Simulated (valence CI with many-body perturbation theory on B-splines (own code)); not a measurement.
**Forbidden lines of Ir28+**

Calculated by configuration interaction combined with many-body perturbation theory (CI+MBPT): three valence electrons over a frozen Dirac-Fock core [Kr] 4d10, a basis of 7 s, 7 p, 7 d, 7 f, 4 g, 2 h functions for each j, with the one-electron correlation potential Σ1, the two-electron term Σ2, the three-electron term Σ3, Breit, model QED; selected CI, second order for the rest, scaled by the run's own slope (own B-spline code, finite nucleus).

The last digits are not significant, and no measured levels were compared; by estimate large intervals hold to a few tenths of a per cent, small ones and those within an open d or f shell to about a per cent. Excitations out of the core, of the other parity, are not computed and may begin above about 175 eV (a cautious bound); beyond it only levels of the ground parity were kept, without lifetimes.

Lines 51 to 100 of 120 in falling wavelength, among levels below 1414100 cm⁻¹, chosen from the decays that carry over 1 % of a level's rate. Wavelengths and rates use the calculated energies. Weak lines are less certain than strong ones. Lines between different terms over intervals too small for the method are left out, as are lines whose strength nearly cancels.

Levels are named by their leading jj configuration (3d3/2^4 stands for four electrons in 3d with j = 3/2), which in mixed levels can hold well under half, so a name can repeat and another be missing. Letters in brackets count levels of one name in rising energy.

```tsv
λ vac (Å)	Upper	Lower	Type	A (s⁻¹)	Branch %
2776	(4f5/2^2 4f7/2) J=5/2 [b]	(4f5/2^2 4f7/2) J=5/2 [a]	M1	1.19e+02	17.5
2769	(4f5/2 4f7/2^2) J=7/2 [b]	(4f5/2 4f7/2^2) J=7/2 [a]	M1	2.04e+01	3.3
2725	(4f5/2 4f7/2^2) J=11/2 [b]	(4f5/2 4f7/2^2) J=9/2 [a]	M1	1.06e+01	1.2
2702	(4f5/2 4f7/2^2) J=11/2 [b]	(4f5/2 4f7/2^2) J=13/2 [b]	M1	1.44e+01	1.7
2697	(4f7/2^3) J=15/2	(4f5/2^2 4f7/2) J=15/2	M1	5.11e+02	28.3
2683	(4f5/2 4f7/2^2) J=9/2 [c]	(4f5/2 4f7/2^2) J=11/2 [a]	M1	5.55e+01	4.1
2674	(4f5/2 4f7/2^2) J=17/2	(4f5/2^2 4f7/2) J=15/2	M1	3.27e+02	59.7
2664	(4f5/2 4f7/2^2) J=13/2 [b]	(4f5/2 4f7/2^2) J=13/2 [a]	M1	2.09e+02	14.4
2621	(4f5/2^2 4f7/2) J=3/2 [b]	(4f5/2^3) J=5/2	M1	2.93e+02	32.8
2601	(4f5/2 4f7/2^2) J=9/2 [c]	(4f5/2 4f7/2^2) J=9/2 [a]	M1	6.64e+02	49.3
2563	(4f5/2 4f7/2^2) J=11/2 [a]	(4f5/2 4f7/2^2) J=13/2 [a]	M1	1.48e+02	21.0
2534	(4f5/2 4f7/2^2) J=5/2 [a]	(4f5/2^2 4f7/2) J=7/2 [b]	M1	7.09e+01	6.4
2432	(4f5/2 4f7/2^2) J=3/2 [b]	(4f5/2^2 4f7/2) J=1/2	M1	6.48e+02	30.4
2404	(4f7/2^3) J=9/2	(4f5/2 4f7/2^2) J=9/2 [b]	M1	2.29e+02	13.6
2346	(4f5/2 4f7/2^2) J=3/2 [b]	(4f5/2^2 4f7/2) J=3/2 [b]	M1	7.72e+02	36.2
2344	(4f7/2^3) J=9/2	(4f5/2 4f7/2^2) J=7/2 [a]	M1	6.72e+02	40.0
2305	(4f5/2 4f7/2^2) J=7/2 [a]	(4f5/2^3) J=5/2	M1	8.20e+01	7.1
2215	(4f5/2^2 4f7/2) J=5/2 [b]	(4f5/2^3) J=5/2	M1	1.66e+02	24.4
2128	(4f5/2 4f7/2^2) J=13/2 [c]	(4f5/2 4f7/2^2) J=11/2 [a]	M1	1.10e+02	17.5
2123	(4f5/2 4f7/2^2) J=9/2 [c]	(4f5/2^2 4f7/2) J=7/2 [b]	M1	4.02e+02	29.9
2108	(4f5/2 4f7/2^2) J=3/2 [a]	(4f5/2^2 4f7/2) J=5/2 [a]	M1	1.04e+02	12.3
2089	(4f5/2 4f7/2^2) J=9/2 [b]	(4f5/2^2 4f7/2) J=9/2	M1	4.25e+02	41.1
2084	(4f5/2 4f7/2^2) J=3/2 [a]	(4f5/2^2 4f7/2) J=3/2 [a]	M1	6.75e+02	80.1
2062	(4f5/2 4f7/2^2) J=13/2 [c]	(4f5/2 4f7/2^2) J=13/2 [b]	M1	1.68e+02	26.5
2062	(4f5/2 4f7/2^2) J=7/2 [b]	(4f5/2 4f7/2^2) J=9/2 [a]	M1	2.38e+01	3.8
1912	(4f5/2 4f7/2^2) J=5/2 [a]	(4f5/2^2 4f7/2) J=7/2 [a]	M1	4.84e+02	43.3
1908	(4f7/2^3) J=15/2	(4f5/2 4f7/2^2) J=13/2 [b]	M1	1.07e+03	59.3
1898	(4f5/2 4f7/2^2) J=5/2 [a]	(4f5/2^2 4f7/2) J=5/2 [a]	M1	1.08e+02	9.7
1892	(4f5/2^2 4f7/2) J=15/2	(4f5/2 4f7/2^2) J=13/2 [a]	M1	5.95e+02	58.0
1878	(4f5/2 4f7/2^2) J=5/2 [a]	(4f5/2^2 4f7/2) J=3/2 [a]	M1	2.68e+02	24.0
1867	(4f5/2^2 4f7/2) J=9/2	(4f5/2^3) J=9/2	M1	8.14e+02	91.3
1857	(4f7/2^3) J=9/2	(4f5/2 4f7/2^2) J=11/2 [a]	M1	2.13e+02	12.7
1817	(4f7/2^3) J=9/2	(4f5/2 4f7/2^2) J=9/2 [a]	M1	2.24e+02	13.3
1778	(4f5/2^2 4f7/2) J=3/2 [b]	(4f5/2^3) J=3/2	M1	1.14e+02	12.8
1750	(4f5/2 4f7/2^2) J=7/2 [b]	(4f5/2^2 4f7/2) J=7/2 [b]	M1	4.21e+01	6.8
1747	(4f5/2^2 4f7/2) J=11/2 [b]	(4f5/2^2 4f7/2) J=9/2	M1	2.01e+02	43.1
1732	(4f5/2^2 4f7/2) J=1/2	(4f5/2^3) J=3/2	M1	5.17e+02	78.3
1679	(4f5/2 4f7/2^2) J=13/2 [b]	(4f5/2^2 4f7/2) J=11/2 [a]	M1	1.24e+03	85.5
1670	(4f5/2 4f7/2^2) J=9/2 [a]	(4f5/2^2 4f7/2) J=11/2 [a]	M1	1.30e+02	15.8
1649	(4f5/2^2 4f7/2) J=11/2 [b]	(4f5/2 4f7/2^2) J=13/2 [a]	M1	1.24e+02	26.6
1638	(4f5/2 4f7/2^2) J=11/2 [a]	(4f5/2^2 4f7/2) J=11/2 [a]	M1	2.04e+02	28.9
1618	(4f5/2 4f7/2^2) J=5/2 [a]	(4f5/2^3) J=5/2	M1	4.75e+01	4.3
1582	(4f5/2^2 4f7/2) J=5/2 [b]	(4f5/2^3) J=3/2	M1	3.49e+02	51.2
1570	(4f7/2^3) J=9/2	(4f5/2^2 4f7/2) J=7/2 [b]	M1	1.46e+02	8.7
1546	(4f5/2 4f7/2^2) J=1/2	(4f5/2^2 4f7/2) J=3/2 [a]	M1	1.26e+02	18.9
1504	(4f5/2^2 4f7/2) J=7/2 [a]	(4f5/2^3) J=9/2	M1	1.13e+02	79.5
1467	(4f5/2 4f7/2^2) J=13/2 [c]	(4f5/2 4f7/2^2) J=15/2	M1	1.56e+02	24.7
1429	(4f5/2 4f7/2^2) J=7/2 [b]	(4f5/2^2 4f7/2) J=7/2 [a]	M1	9.68e+00	1.6
1421	(4f5/2 4f7/2^2) J=7/2 [b]	(4f5/2^2 4f7/2) J=5/2 [a]	M1	2.01e+01	3.2
1406	(4f5/2 4f7/2^2) J=11/2 [b]	(4f5/2^2 4f7/2) J=9/2	M1	1.14e+02	13.2
```
